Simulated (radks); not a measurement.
Spherical quantum dot in the effective-mass picture: electrons in a parabolic well V = omega^2 r^2 / 2 with omega = 2.91, all in effective atomic units (hartree* = m*/eps^2 hartree, bohr* = eps/m* bohr), one dielectric constant everywhere. Calculated with a radial shooting solver with Libxc functionals: non-relativistic Kohn-Sham, PBE, spin-polarised, spherical densities. Levels are named by radial order and angular momentum (1s, 1p, 1d, 2s, ...), and open shells are averaged over m. Each electron was tried in the lowest free levels, single moves between levels near the top were tried too, and the lowest total energy was kept; such a search can miss a lower state. At N = 1 the Hartree and exchange-correlation terms need not cancel, so that row can carry a self-interaction error.

\begin{tabular}{lrrrrrrr}
N & open shells & 2S & E (hartree*) & mu = E(N) - E(N-1) (hartree*) & addition energy mu(N+1) - mu(N) (hartree*) & e(HOMO) (hartree*) & rms radius (bohr*) \\ \hline
1 & 1s(up 1, down 0) & 1 & 4.38299 & 4.3830 & 1.290 & 4.8713 & 0.7191 \\
2 & none & 0 & 10.0562 & 5.6733 & 3.556 & 6.1440 & 0.7463 \\
3 & 1p(up 1, down 0) & 1 & 19.2851 & 9.2289 & 0.8250 & 9.6346 & 0.8355 \\
4 & 1p(up 2, down 0) & 2 & 29.3389 & 10.054 & 0.8461 & 10.476 & 0.8840 \\
5 & 1p(up 3, down 0) & 3 & 40.2389 & 10.900 & 1.105 & 11.324 & 0.9178 \\
6 & 1p(up 3, down 1) & 2 & 52.2441 & 12.005 & 0.7750 & 12.387 & 0.9461 \\
7 & 1p(up 3, down 2) & 1 & 65.0242 & 12.780 & 0.7935 & 13.176 & 0.9695 \\
8 & none & 0 & 78.5979 & 13.574 & 3.062 & 13.972 & 0.9901 \\
9 & 1d(up 1, down 0) & 1 & 95.2334 & 16.636 & 0.6900 & 16.980 & 1.025 \\
10 & 1d(up 2, down 0) & 2 & 112.559 & 17.326 & 0.6918 & 17.671 & 1.054 \\
11 & 1d(up 3, down 0) & 3 & 130.576 & 18.017 & 0.6905 & 18.363 & 1.079 \\
12 & 1d(up 4, down 0) & 4 & 149.284 & 18.708 & 0.6876 & 19.052 & 1.102 \\
13 & 1d(up 5, down 0) & 5 & 168.680 & 19.395 & 0.8924 & 19.738 & 1.122 \\
14 & 1d(up 5, down 1) & 4 & 188.968 & 20.288 & 0.6517 & 20.613 & 1.141 \\
15 & 1d(up 5, down 2) & 3 & 209.907 & 20.940 & 0.6537 & 21.266 & 1.158 \\
16 & 1d(up 5, down 3) & 2 & 231.500 & 21.593 & 0.6532 & 21.920 & 1.174 \\
17 & 1d(up 5, down 4) & 1 & 253.747 & 22.246 & 0.6511 & 22.572 & 1.190 \\
18 & none & 0 & 276.645 & 22.898 & 0.8628 & 23.222 & 1.204 \\
19 & 2s(up 1, down 0) & 1 & 300.405 & 23.760 & 0.7472 & 24.090 & 1.218 \\
20 & none & 0 & 324.913 & 24.508 & 2.322 & 24.831 & 1.232 \\
21 & 1f(up 1, down 0) & 1 & 351.743 & 26.830 & 0.5857 & 27.123 & 1.250 \\
22 & 1f(up 2, down 0) & 2 & 379.159 & 27.416 & 0.5842 & 27.708 & 1.266 \\
23 & 1f(up 3, down 0) & 3 & 407.159 & 28.000 & 0.5824 & 28.292 & 1.282 \\
24 & 1f(up 4, down 0) & 4 & 435.741 & 28.582 & 0.5802 & 28.873 & 1.297 \\
25 & 1f(up 5, down 0) & 5 & 464.904 & 29.163 & 0.5778 & 29.452 & 1.311 \\
26 & 1f(up 6, down 0) & 6 & 494.644 & 29.740 & 0.5753 & 30.028 & 1.324 \\
27 & 1f(up 7, down 0) & 7 & 524.960 & 30.316 & 0.7347 & 30.602 & 1.337 \\
28 & 1f(up 7, down 1) & 6 & 556.010 & 31.050 & 0.5582 & 31.330 & 1.350 \\
29 & 1f(up 7, down 2) & 5 & 587.619 & 31.609 & 0.5572 & 31.887 & 1.362 \\
30 & 1f(up 7, down 3) & 4 & 619.784 & 32.166 & 0.5558 & 32.444 & 1.374 \\
31 & 1f(up 7, down 4) & 3 & 652.506 & 32.722 & 0.5541 & 32.999 & 1.385 \\
32 & 1f(up 7, down 5) & 2 & 685.781 & 33.276 & 0.5522 & 33.552 & 1.396 \\
33 & 1f(up 7, down 6) & 1 & 719.609 & 33.828 & 0.5501 & 34.103 & 1.407 \\
34 & none & 0 & 753.987 & 34.378 & 0.8728 & 34.652 & 1.417 \\
35 & 2p(up 1, down 0) & 1 & 789.238 & 35.251 & 0.5535 & 35.527 & 1.427 \\
36 & 2p(up 2, down 0) & 2 & 825.042 & 35.804 & 0.5534 & 36.081 & 1.437 \\
37 & 2p(up 3, down 0) & 3 & 861.400 & 36.358 & 0.6458 & 36.634 & 1.447 \\
38 & 2p(up 3, down 1) & 2 & 898.403 & 37.003 & - & 37.275 & 1.457 \\
\end{tabular}

All shells are closed at N = 2, 8, 18, 20, 34 (there: 1s2 1p6 1d10 2s2 1f14); the second difference of the energy has clear peaks (12 % above both neighbours; the first and last values, which can be the largest, are not judged, and half-filled shells can peak too) at N = 2, 5, 8, 13, 18, 20, 27, 34.
